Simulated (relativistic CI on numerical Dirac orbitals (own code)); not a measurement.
**Electric-dipole transitions in Cs²⁷⁺**

Method of calculation: Dirac-Coulomb-Breit CI, separate exchange-only KLI orbitals for each configuration, a model potential for QED, unscaled Slater integrals (own radial code, finite nucleus).

Configurations in the expansion (outside the closed core [Ne]): 3s²3p⁶3d¹⁰, 3s²3p⁶3d⁹4s, 3s²3p⁶3d⁹4p, 3s²3p⁶3d⁹4d, 3s²3p⁶3d⁹4f, 3s²3p⁵3d¹⁰4s, 3s²3p⁶3d⁸4s², 3s²3p⁵3d¹⁰4p, 3s²3p⁶3d⁸4s4p, 3s²3p⁶3d⁹5s, 3s²3p⁶3d⁸4p², 3s²3p⁶3d⁹5p, 3s²3p⁵3d¹⁰4d, 3s²3p⁶3d⁸4s4d, 3s3p⁶3d¹⁰4s, 3s²3p⁶3d⁹5d, 3s²3p⁶3d⁸4p4d, 3s²3p⁵3d⁹4s², 3s3p⁶3d¹⁰4p, 3s²3p⁶3d⁹5f, 3s²3p⁵3d¹⁰4f, 3s²3p⁶3d⁹5g, 3s²3p⁶3d⁸4d², 3s²3p⁵3d⁹4s4p, 3s²3p⁶3d⁹6s, 3s²3p⁶3d⁹6p, 3s3p⁶3d¹⁰4d, 3s²3p⁵3d⁹4p², 3s²3p⁶3d⁹6d, 3s²3p⁵3d⁹4s4d, 3s3p⁶3d⁹4s², 3s²3p⁵3d¹⁰5s, 3s²3p⁵3d⁹4p4d, 3s²3p⁵3d¹⁰5p, 3s3p⁶3d⁹4s4p, 3s3p⁶3d¹⁰4f. Levels of other configurations are missing.

```tsv
λ vac (nm)	Lower	Upper	A (s⁻¹)	log gf	S velocity/length
1.0603	3s²3p⁶3d¹⁰ ¹S0 [1]	3s²3p⁶3d⁹5f ¹P°1 [156]	4.01e+13	0.31	0.92
1.3406	3s²3p⁶3d¹⁰ ¹S0 [1]	3s²3p⁶3d⁹4f ¹P°1 [57]	7.30e+13	0.77	0.93
1.3791	3s²3p⁶3d¹⁰ ¹S0 [1]	3s²3p⁵3d¹⁰4s ¹P°1 [48]	1.17e+13	0.00	0.94
3.5174	3s²3p⁶3d⁹4d ³G4 [19]	3s²3p⁶3d⁹5f ³H°5 [121]	1.28e+12	0.42	0.99
3.5512	3s²3p⁶3d⁹4d ³G5 [23]	3s²3p⁶3d⁹5f ³H°6 [122]	1.37e+12	0.53	0.99
4.5412	3s²3p⁶3d⁹4f ³H°6 [39]	3s²3p⁶3d⁹5g ³I7 [146]	3.01e+12	1.15	0.99
4.5418	3s²3p⁶3d⁹4f ³H°4 [51]	3s²3p⁶3d⁹5g ³I5 [162]	2.92e+12	1.00	0.99
4.5455	3s²3p⁶3d⁹4f ³H°5 [40]	3s²3p⁶3d⁹5g ¹I6 [145]	2.93e+12	1.07	0.99
4.5548	3s²3p⁶3d⁹4f ³F°4 [43]	3s²3p⁶3d⁹5g ³G5 [150]	1.47e+12	0.70	0.98
4.5601	3s²3p⁶3d⁹4f ¹H°5 [52]	3s²3p⁶3d⁹5g ³I6 [163]	2.98e+12	1.08	0.99
4.5625	3s²3p⁶3d⁹4f ³F°2 [53]	3s²3p⁶3d⁹5g ³G3 [164]	2.42e+12	0.72	0.99
4.5828	3s²3p⁶3d⁹4f ¹G°4 [44]	3s²3p⁶3d⁹5g ¹H5 [147]	1.88e+12	0.81	0.99
4.5873	3s²3p⁶3d⁹4f ³G°4 [55]	3s²3p⁶3d⁹5g ³H5 [167]	2.76e+12	0.98	0.99
4.5909	3s²3p⁶3d⁹4f ³G°5 [45]	3s²3p⁶3d⁹5g ³H6 [148]	2.65e+12	1.04	0.99
4.6365	3s²3p⁶3d⁹4p ³F°3 [7]	3s²3p⁵3d¹⁰4p ³D2 [59]	8.48e+11	0.14	0.89
4.6380	3s²3p⁶3d⁹4p ³F°4 [10]	3s²3p⁵3d¹⁰4p ³D3 [62]	7.98e+11	0.26	0.89
4.6382	3s²3p⁶3d⁹4s ³D3 [2]	3s²3p⁵3d¹⁰4s ³P°2 [47]	8.43e+11	0.13	0.88
4.7129	3s²3p⁶3d⁹4d ³G5 [23]	3s²3p⁶3d⁹5p ³F°4 [78]	8.95e+11	0.43	0.96
11.215	3s²3p⁶3d⁹4p ³P°2 [6]	3s²3p⁶3d⁹4d ³D2 [20]	1.33e+11	0.10	0.92
11.327	3s²3p⁶3d⁹4p ³F°2 [8]	3s²3p⁶3d⁹4d ³G3 [29]	1.57e+11	0.32	1.04
11.387	3s²3p⁶3d⁹4p ³F°3 [7]	3s²3p⁶3d⁹4d ³G4 [19]	1.66e+11	0.46	1.04
12.705	3s²3p⁶3d⁹4d ³G4 [19]	3s²3p⁶3d⁹4f ³H°5 [40]	1.22e+11	0.51	1.06
13.184	3s²3p⁶3d⁹4d ³G5 [23]	3s²3p⁶3d⁹4f ³H°6 [39]	1.15e+11	0.59	1.06
13.374	3s²3p⁶3d⁹4p ³D°3 [13]	3s²3p⁶3d⁹4d ³F4 [26]	9.02e+10	0.34	1.01
13.394	3s²3p⁶3d⁹4p ³F°3 [15]	3s²3p⁶3d⁹4d ³G4 [32]	1.24e+11	0.48	1.04
13.405	3s²3p⁶3d⁹4p ³F°4 [10]	3s²3p⁶3d⁹4d ³G5 [23]	1.23e+11	0.56	1.06
15.731	3s²3p⁶3d⁹4s ³D3 [2]	3s²3p⁶3d⁹4p ³D°3 [13]	3.73e+10	-0.01	0.92
16.315	3s²3p⁶3d⁹4s ¹D2 [3]	3s²3p⁶3d⁹4p ¹D°2 [11]	4.72e+10	-0.03	0.93
16.381	3s²3p⁶3d⁹4s ³D2 [5]	3s²3p⁶3d⁹4p ³F°3 [15]	5.54e+10	0.19	1.07
16.408	3s²3p⁶3d⁹4s ³D3 [2]	3s²3p⁶3d⁹4p ³F°4 [10]	5.53e+10	0.30	1.09
```

Terms are leading LS components. Brackets give the number of a level in order of energy, since labels repeat. The list gives strong lines, with weight on those to low levels, among the lowest 400 of 2326 levels, so that lines to higher ones, which can be the strongest, are missing. Levels whose partners in the same complex of configurations lie outside the list can be far off, and so can their lines. Rates are taken at the computed energies, electric ones in the length gauge. A velocity-to-length ratio far from 1 marks an uncertain rate.

At this charge energies of transitions that change n are usually good to better than 1 %, and those within a shell (Δn = 0) to a few per cent.

(1) From the table, what is the radiative lifetime of 3s²3p⁶3d⁹5f ¹P°1?

## Answers

(1) The listed rates from this level add up to about 4.01e+13 s⁻¹, 97 % of its decay; with all channels τ = 2.42e-14 s.

LS names give the leading component of a level, which can be under half, so a name can repeat, a term be missing and a line seem to break the LS rules.
